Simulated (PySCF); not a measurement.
Job file and geometry (Å, from GFN2-xTB) of an NMR shielding run on SMILES [Si@@H]1(OC=O)NC[Si@@H](O)N1, C2H8N2O3Si2, GIAO PBE0/pcSseg-1 NMR shielding, non-relativistic, gas phase in PySCF; density fitting, a coarse starting grid and PySCF grid level 2 are the driver's defaults:

```
$ OMP_NUM_THREADS=1 python probes_run.py task.json out

{"job": {"kind": "nmr", "xc": "PBE0", "basis": "pcSseg-1"}, "charge": 0, "multiplicity": 1}
O     -3.209601    -1.267319    -0.677613
C     -3.261987    -0.091257    -0.461645
O     -2.243170     0.711049    -0.402271
Si    -0.726237     0.053550    -0.676190
N     -0.235329    -1.023189     0.546177
C      1.169418    -0.970509     0.910562
Si     1.756210     0.816831     0.597489
O      3.209932     0.936436    -0.117314
N      0.440159     1.287237    -0.412082
H     -4.212299     0.445233    -0.288085
H     -0.710588    -0.388364    -2.073236
H     -0.667765    -1.925956     0.669496
H      1.755694    -1.683482     0.317054
H      1.278243    -1.268281     1.954820
H      1.940891     1.632700     1.786763
H      3.400565     0.518805    -0.953855
H      0.308865     2.228545    -0.729981
```

Q: Write the output of this run.

A: 
```
coarse grid: 15768 points
cycle   1  E = -994.2658068750  dE =  1.678e+00  |g| = 1.208e+00  |ddm| = 3.925e+00
cycle   2  E = -993.8725429587  dE =  3.933e-01  |g| = 1.893e+00  |ddm| = 2.045e+00
cycle   3  E = -994.5144654779  dE = -6.419e-01  |g| = 3.010e-01  |ddm| = 1.383e+00
cycle   4  E = -994.5298922481  dE = -1.543e-02  |g| = 9.508e-02  |ddm| = 2.255e-01
cycle   5  E = -994.5313948642  dE = -1.503e-03  |g| = 2.000e-02  |ddm| = 6.109e-02
cycle   6  E = -994.5314671868  dE = -7.232e-05  |g| = 7.272e-03  |ddm| = 1.897e-02
cycle   7  E = -994.5314780116  dE = -1.082e-05  |g| = 1.752e-03  |ddm| = 6.595e-03
cycle   8  E = -994.5314785922  dE = -5.806e-07  |g| = 5.040e-04  |ddm| = 1.604e-03
final grid: 144856 points
cycle   9  E = -994.6083481170  dE = -1.801e-05  |g| = 1.300e-02  |ddm| = 2.060e-02
cycle  10  E = -994.6083027743  dE =  4.534e-05  |g| = 2.033e-02  |ddm| = 2.086e-02
cycle  11  E = -994.6083786682  dE = -7.589e-05  |g| = 1.832e-03  |ddm| = 1.303e-02
cycle  12  E = -994.6083792535  dE = -5.853e-07  |g| = 4.764e-04  |ddm| = 1.276e-03
cycle  13  E = -994.6083792905  dE = -3.697e-08  |g| = 1.347e-04  |ddm| = 3.456e-04
cycle  14  E = -994.6083792941  dE = -3.564e-09  |g| = 3.525e-05  |ddm| = 1.119e-04
cycle  15  E = -994.6083792943  dE = -2.251e-10  |g| = 9.836e-06  |ddm| = 3.097e-05
converged SCF energy = -994.6083792943

GIAO shielding tensors (ppm)
atom      isotropic    diamagn.    paramagn.     s11        s22        s33       span
  0 O     -119.512     404.912    -524.424   -365.827   -234.982    242.273    608.100
  1 C       20.109     243.096    -222.987    -76.822     56.632     80.518    157.340
  2 O       89.427     402.746    -313.319    -43.794    151.289    160.785    204.579
  3 Si     380.186     884.591    -504.405    353.996    374.685    411.877     57.881
  4 N      236.381     327.102     -90.721    201.895    222.969    284.278     82.382
  5 C      154.466     251.746     -97.279    134.827    146.879    181.693     46.865
  6 Si     370.674     879.564    -508.890    344.494    366.935    400.594     56.099
  7 O      281.660     385.842    -104.181    251.734    285.825    307.422     55.687
  8 N      219.776     329.515    -109.739    198.597    223.183    237.548     38.951
  9 H       23.706      24.123      -0.417     19.112     23.255     28.749      9.637
 10 H       26.133      32.210      -6.077     22.432     24.323     31.645      9.212
 11 H       30.651      34.928      -4.277     20.375     29.465     42.112     21.737
 12 H       29.290      31.514      -2.223     23.992     27.586     36.293     12.301
 13 H       28.882      30.278      -1.396     23.877     27.294     35.474     11.596
 14 H       26.691      29.021      -2.330     22.672     24.519     32.882     10.210
 15 H       30.028      31.658      -1.630     22.293     25.100     42.692     20.399
 16 H       30.333      32.854      -2.522     23.147     26.699     41.152     18.005
```

Q: Turn these shieldings into chemical shifts. δ = σ(ref) − σ, references computed at the same level: H2O for 17O (336.08 ppm); 13C (186.93 ppm), 29Si (349.16 ppm), 1H (31.72 ppm) vs TMS; 15N (267.73 ppm) against NH3.

A: Averaging equivalent atoms: O 0: 455.6; O 2: 246.7; O 7: 54.4; C 1: 166.8; C 5: 32.5; Si 6: -21.5; Si 3: -31.0; N 8: 48.0; N 4: 31.3; H 9: 8.01; H 10: 5.58; H 14: 5.03; H 13: 2.84; H 12: 2.43; H 15: 1.69; H 16: 1.38; H 11: 1.07 ppm. Unscaled 17O shifts of doubly bonded oxygen tend to come out too high, by tens of ppm or more. Experimental scales use liquid or dissolved standards, which lie at an offset from isolated NH3 (liquid NH3: subtract about 20 ppm) and H2O (liquid H2O: subtract about 36 ppm).

Size and cost of the density-fitted run: 207 basis functions, 69 s wall time on 1 thread of an Arm Neoverse N1, shared host; peak memory 0.94 GiB.
